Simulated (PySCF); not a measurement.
One formula, C3H12AsGa, several structures.

PySCF, CAM-B3LYP/def2-SVPD, density fitting, gas phase; each molecule at its own PBE0-D3(BJ)/def2-SVP geometry, one conformer. Singlet excitations by full TDDFT with frozen cores, triplets by Tamm–Dancoff TDDFT and ionisation energies by ΔSCF, from the lowest of the holes tried. 

Torsions of the conformers computed, which needn't be the lowest (atom-mapped SMILES):
- `[CH3:1][CH:2]([CH3:3])[AsH2+:4][GaH3-:5]`: C1–C2–As4–Ga5 179°
- `[CH3:1][CH2:2][CH2:3][GaH2-:4][AsH3+:5]`: C1–C2–C3–Ga4 -62°, C2–C3–Ga4–As5 82°
- `[CH3:1][CH2:2][Ga@@H-:3]([CH3:4])[AsH3+:5]`: C1–C2–Ga3–C4 -161°
- `[CH3:1][CH2:2][CH2:3][AsH2+:4][GaH3-:5]`: C1–C2–C3–As4 180°, C2–C3–As4–Ga5 -178°
- `[CH3:1][CH:2]([CH3:3])[GaH2-:4][AsH3+:5]`: C1–C2–Ga4–As5 -64°

Reference: `CC(C)[AsH2+][GaH3-]`, with HOMO energy -9.05 eV, LUMO energy 0.50 eV, lowest singlet excitation 6.71 eV, lowest triplet excitation 6.00 eV, mean polarisability 106.9 au, dipole moment 4.77 D and vertical ionisation energy 9.94 eV.

Changes against it:

```
              molecule  Δ electronic energy (kcal/mol)  Δ HOMO energy (eV)  Δ LUMO energy (eV)  Δ lowest singlet excitation (eV)  Δ lowest triplet excitation (eV)  Δ mean polarisability (au)  Δ dipole moment (D)  Δ vertical ionisation energy (eV)
     CCC[AsH2+][GaH3-]                            -0.3               -0.01               -0.02                             -0.03                             +0.09                        +1.2                +0.12                              +0.03
C[CH](C)[GaH2-][AsH3+]                            +3.5               +0.97               -0.16                             -1.03                             -0.54                        -1.7                -1.79                              -1.24
```

Rows whose labels were lost:

```
row  Δ electronic energy (kcal/mol)  Δ HOMO energy (eV)  Δ LUMO energy (eV)  Δ lowest singlet excitation (eV)  Δ lowest triplet excitation (eV)  Δ mean polarisability (au)  Δ dipole moment (D)  Δ vertical ionisation energy (eV)
  P                            -2.3               +0.85               -0.01                             -0.70                             -0.21                        -2.5                -1.94                              -1.11
  Q                            +2.0               +0.68               -0.07                             -0.70                             -0.23                        -1.8                -1.73                              -0.92
```

**Question.** Which row belongs to which of `CC[CH2][GaH2-][AsH3+]` and `C[CH2][Ga@@H-]([CH3])[AsH3+]`?

**Answer.** P = `C[CH2][Ga@@H-]([CH3])[AsH3+]` and Q = `CC[CH2][GaH2-][AsH3+]`. P and Q are told apart most clearly by the electronic energy (-2.3 against +2.0 kcal/mol).
